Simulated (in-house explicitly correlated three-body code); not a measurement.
Computed with an exponentially correlated three-body code. Model: two electrons around a point charge, non-relativistic, variational in 260 exponentially correlated functions (energies converged to about 1e-7 hartree, or 1e-8 relative for large Z).

Command:
```bash
python run_hyl.py task.json out
```
Settings (lengths in bohr, energies in hartree):
```
Z                      26
screening              1.95
interaction_strength   1
functions              260
states_tried           13
```

Cost of the run: 110 s on 1 thread of AMD EPYC 7R43 64-Core Processor (Zen 3), on a shared host.

**Those bound S and P states to n = 4 that converged, binding against the one-electron ion.**

Given: nuclear charge 26; Yukawa screening of all interactions 1.95 1/bohr.

Computed: one-electron threshold -290.022185 hartree.

```csv
term,energy (hartree),binding (eV)
1 1S,-565.824773,7505
2 3S,-330.583242,1103.7
2 1S,-329.614453,1077.4
2 3P,-328.299999,1041.6
2 1P,-327.594719,1022.4
3 3S,-295.495923,148.95
3 1S,?,?
3 3P,?,?
3 1P,-294.33272,117.3
```

Problem. What belongs in the row 3 1S?

Solution. energy (hartree): -295.327938; binding (eV): 144.38.

Problem. What belongs in the row 3 3P?

Solution. energy (hartree): -294.452244; binding (eV): 120.55.

**Converged states only, values per electron or pair (inverse distances are <exp(-kr)/r>).**

| term | mean r (bohr) | mean r squared (bohr²) | mean inverse r (1/bohr) | mean r12 (bohr) | mean inverse r12 (1/bohr) | mean cosine | mean p1 dot p2 (bohr⁻²) | delta r1 (bohr⁻³) | delta r12 (bohr⁻³) |
| --- | --- | --- | --- | --- | --- | --- | --- | --- | --- |
| 1 1S | 0.058843 | 0.004631 | 23.744 | 0.086149 | 14.064 | -0.005087 | 3.2977 | 5409.9 | 640.98 |
| 2 3S | 0.15305 | 0.038322 | 14.236 | 0.2576 | 3.0563 | -0.0016092 | 0.22172 | 3068 | - |
| 2 1S | 0.1547 | 0.039312 | 14.212 | 0.25788 | 3.9596 | -0.0026575 | 0.26773 | 3061 | 109.37 |
| 2 3P | 0.13432 | 0.029132 | 14.207 | 0.22419 | 3.8855 | -0.069343 | -44.071 | 2768 | - |
| 2 1P | 0.13564 | 0.0298 | 14.189 | 0.21777 | 4.5124 | 0.061736 | 43.401 | 2777.6 | 33.121 |
| 3 3S | 0.36496 | 0.26118 | 12.538 | 0.67519 | 0.77568 | -0.00034863 | 0.0422 | 2831 | - |
| 3 1S | ? | ? | ? | ? | ? | ? | ? | ? | ? |
| 3 3P | ? | ? | ? | ? | ? | ? | ? | ? | - |
| 3 1P | 0.35795 | 0.25477 | 12.508 | 0.66044 | 0.99201 | 0.0092002 | 6.5543 | 2775.8 | 6.3514 |

Problem. What belongs in the row 3 1S?

Solution. mean r (bohr): 0.36901; mean r squared (bohr²): 0.26752; mean inverse r (1/bohr): 12.531; mean r12 (bohr): 0.6828; mean inverse r12 (1/bohr): 0.92737; mean cosine: -0.00053931; mean p1 dot p2 (bohr⁻²): 0.053686; delta r1 (bohr⁻³): 2829.7; delta r12 (bohr⁻³): 20.363.

Problem. What belongs in the row 3 3P?

Solution. mean r (bohr): 0.3546; mean r squared (bohr²): 0.24963; mean inverse r (1/bohr): 12.514; mean r12 (bohr): 0.655; mean inverse r12 (1/bohr): 0.88961; mean cosine: -0.010386; mean p1 dot p2 (bohr⁻²): -6.5349; delta r1 (bohr⁻³): 2774.4.

**Electric-dipole lines between converged S and P states, rate of the upper state's decay.**

```csv
s state,p state,p minus s (eV),oscillator strength from s,rate (1/s)
1 1S,2 1P,6482.6,0.72555,4.4101e+14
1 1S,3 1P,?,?,?
2 1S,2 1P,54.96,0.06625,2.8944e+09
2 1S,3 1P,960.06,0.26193,3.492e+12
3 1S,2 1P,-878.02,-0.039698,1.328e+12
3 1S,3 1P,27.081,0.29268,3.1047e+09
2 3S,2 3P,?,?,?
2 3S,3 3P,983.17,0.25763,3.6021e+12
3 3S,2 3P,-892.64,-0.040332,1.3945e+12
3 3S,3 3P,28.4,0.30034,3.5037e+09
```

Problem. What belongs in the row 1 1S 3 1P?

Solution. p minus s (eV): 7387.7; oscillator strength from s: 0.09508; rate (1/s): 7.5057e+13.

Problem. What belongs in the row 2 3S 2 3P?

Solution. p minus s (eV): 62.13; oscillator strength from s: 0.07318; rate (1/s): 4.0859e+09.

**Static dipole response.**

| state | polarisability (bohr³) |
| --- | --- |
| 1 1S | 2.1375e-05 |
| 2 1S | 0.016615 |
| 2 3S | 0.014391 |
